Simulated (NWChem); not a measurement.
CH2BrF; SMILES FCBr

Program: NWChem. Geometry: optimised at PBE0/def2-SVP. Ions are spin-unrestricted doublets at the neutral geometry; other ion states weren't tried.

For level PBE/def2-SVP:

| Quantity | Result |
|---|---|
| vertical ionisation energy, ΔSCF (eV) | 10.55 |
| −ε(HOMO) (eV) | 6.67 |

**Question.** What are these values for level B3LYP/def2-SVP?

**Answer.** vertical ionisation energy, ΔSCF (eV): 10.85
−ε(HOMO) (eV): 7.77
